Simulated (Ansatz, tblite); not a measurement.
Removing and adding an electron: the cluster Ge₃O₈H₄. Charge 0, multiplicity 1. Geometry: PBE-D4/def2-SVP. Ansatz, gas phase; energy differences of separate SCF runs; the oxidised species was run as a doublet alone; the reduced species was run as a doublet alone.

```csv
atom,x (Å),y (Å),z (Å)
Ge1,-0.0418,-1.3052,-2.0203
Ge2,0.0296,0.5016,0.4453
Ge3,0.6792,-2.4639,0.1298
O4,1.3479,1.6783,0.7974
O5,0.4973,-1.0476,1.2269
O6,1.5771,-1.8245,-1.3372
O7,0.0528,3.4476,1.6613
O8,0.6656,3.0012,0.4979
O9,-0.3752,0.3139,-1.3035
O10,-0.8474,-2.5034,-0.8883
O11,-1.4388,1.2203,1.1960
H12,1.1599,-3.7081,0.8849
H13,-0.7877,2.9051,1.6503
H14,-2.1964,1.1108,0.5871
H15,-0.3221,-1.3261,-3.5275
```

The xTB rows come from tblite. The structure holds 2 bonds between oxygen atoms, so isomers without such links may lie far lower. HOMO above LUMO, or a gap near zero within one spin, warns that the state may not be the lowest or that an electron is smeared out. The structure comes from a short search, and lower isomers may exist.

```csv
level,−HOMO (eV),vertical IE (eV),−LUMO (eV),vertical EA (eV),HOMO–LUMO gap (eV),IE − EA (eV),remarks
GFN1-xTB,12.79,15.37,6.74,4.13,6.05,11.24,–
GFN2-xTB,12.85,15.34,7.77,5.31,5.08,10.03,–
PBE-D4/def2-SVP,6.15,9.21,2.33,0.02,3.82,9.18,"HOMO above zero (-1 doublet), gap within one spin near zero (+1 doublet)"
PBE0-D4/def2-SVP,8.09,10.23,1.29,-0.27,6.80,10.50,"HOMO above zero (-1 doublet), restricted SCF unstable in HF (singlet)"
```

Relaxing the oxidised species (PBE-D4/def2-SVP) changes its energy by -0.75 eV at PBE-D4/def2-SVP, so the adiabatic ionisation energy to this nearest minimum is 8.46 eV. At PBE0-D4/def2-SVP it is 8.83 eV.     A HOMO above zero means that the electron is unbound at that level or that self-interaction error raises the level; the energy of removing that electron tells which. Raw xTB energy differences between charge states are shifted by several eV; the methods need an empirical correction for them. Sets without diffuse functions give affinities that are too small. A negative affinity means that the extra electron isn't bound; its size then hangs on the basis.
